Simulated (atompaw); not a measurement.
Logarithmic derivatives: B (Z = 5), PAW (atompaw)

- Element: boron (B)
- Generator: atompaw 4.2.0.5
- Type: PAW
- Functional: PBEsol
- Relativity: non-relativistic
- Frozen core: [He]
- Valence charge: 3
- Reference configuration: 2s2 2p0.5 (charge +0.5)
- Partial waves: 2s (bound): rc 2.90 bohr; 2s channel at -0.65 Ry: rc 2.90 bohr; 2p (bound): rc 2.75 bohr; 2p channel at 1.7 Ry: rc 2.90 bohr; 3d channel at 0.25 Ry: rc 2.90 bohr
- Local potential: ultrasoft scheme with l = 3 at 0 Ry, radius 2.60 bohr
- Core correction: smooth core density matched at 2.30 bohr
- Augmentation charge: gaussian compensation charge, radius 2.70 bohr; PAW radius 2.90 bohr; waves and projectors: custom polynom gramschmidtortho

The phase is arctan(r·u′/u) with u = r·R(r), unwrapped; energies in Ry, scanned from -3 to 5 Ry. A pole is an energy at which the radial function vanishes at the test radius. The pseudo phase is shifted by a multiple of π to meet the all-electron one at the reference energy, and phase errors are pseudo minus all-electron; the curves can meet again beyond the range given. Levels narrower than the energy grid can be missing from the lists of poles.

Q: For each channel, where are the poles, and over which energies does the pseudopotential scatter like the atom?

A:

```
channel  radius (bohr)  reference energy (Ry)  poles, all-electron  poles, pseudo  unbroken range about the reference energy with phases within 0.05 rad  phase error 1 Ry above the reference energy (rad)
      s           2.91                  -1.03          -0.70, 3.78    -0.70, 3.54                                                              below 4.5                                             -0.000
      p           2.91                  -0.59          -0.23, 3.49    -0.21, 3.98                                                              below 4.0                                             +0.019
      d           2.91                   0.25                 2.10           2.25                                                              below 2.9                                             +0.018
```

Phases in the s channel:

```tsv
E (Ry)	all-electron	pseudo
-3.00	1.333	1.333
-2.52	1.295	1.295
-2.04	1.226	1.226
-1.56	1.020	1.020
-1.08	-0.917	-0.917
-0.60	-1.623	-1.623
-0.12	-1.781	-1.781
0.36	-1.932	-1.933
0.84	-2.243	-2.249
1.32	-3.269	-3.309
1.80	-4.205	-4.231
2.28	-4.477	-4.494
2.76	-4.592	-4.608
3.24	-4.659	-4.678
3.72	-4.707	-4.731
4.20	-4.747	-4.784
4.68	-4.786	-4.849
```
